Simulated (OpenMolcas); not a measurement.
**Cu IV: effect of the basis set**

```
Program             : OpenMolcas
Method              : CASSCF
Active space        : 8 electrons in 10 orbitals (3d 4d)
State averaging     : 2S+1 = 3 even, 10 roots; 2S+1 = 1 even, 15 roots
Spin-orbit coupling : state interaction with AMFI integrals over the reference wave functions, term energies averaged over their components
```

A. ANO-RCC-VTZP [6s5p3d2f1g], DKH2, point nucleus; cost of the order of 60 core-seconds
B. ANO-R2 [6s4p4d2f1g], X2C, finite nucleus; cost of the order of 80 core-seconds
C. ANO-RCC-VQZP [7s6p4d3f2g1h], DKH2, point nucleus; cost about 90 core-seconds

Energies in cm⁻¹ above 3d⁸ ³F₄, the measured ground level; measured values from Sugar and Musgrove, J. Phys. Chem. Ref. Data 19, 527 (1990).

```csv
Level,A,B,C,Measured
3d⁸ ³F₄,0.0,0.0,0.0,0.0
3d⁸ ³F₃,1807,1830,1830,1861
3d⁸ ³F₂,3025,3060,3060,3078
3d⁸ ¹D₂,19343,19278,19261,16248
3d⁸ ³P₂,23041,23033,23009,19697
3d⁸ ³P₁,23402,23400,23375,20097
3d⁸ ³P₀,23746,23746,23721,20423
3d⁸ ¹G₄,29783,29710,29681,26913
3d⁸ ¹S₀,70934,70717,70639,61456
```

Deviations, from unrounded energies. A percentage is the sum of absolute deviations over the sum of measured energies, with the sign that they share, or ± where signs differ.

```
                        Against measurement  Levels      A      B      C
             mean absolute deviation (cm-1)       8   3200   3100   3100
      fine structure of the ground term (%)       2   -2.2   -1.0   -1.0
other terms of the ground configuration (%)       6  +15.4  +15.2  +15.1
```

A, B, C lie about equally close to measurement. The largest miss of C in the table is 3d⁸ ¹S₀, by +9200 cm-1. The ranking rests on the paired levels alone, and a cruder setting can come out closer through cancelling errors.

Among A to C the level of the table that moves most is 3d⁸ ¹S₀, by 300 cm-1 (lowest in C, highest in A).

Without dynamic correlation excited terms often stand tens of per cent too high (terms of higher spin than the ground term too low), and those without a measured partner can miss by more than the paired ones. Active for correlation alone: 4d; no level in the range computed is led by a configuration that fills it, so any true level of that kind is missing. Computed and measured levels are paired by configuration, term and J; levels that our copy of the source lacks, or whose pairing is in doubt (as where it misses far off the trend of its configuration), stay unpaired and out of the deviations. Levels of configurations outside the active space are missing.
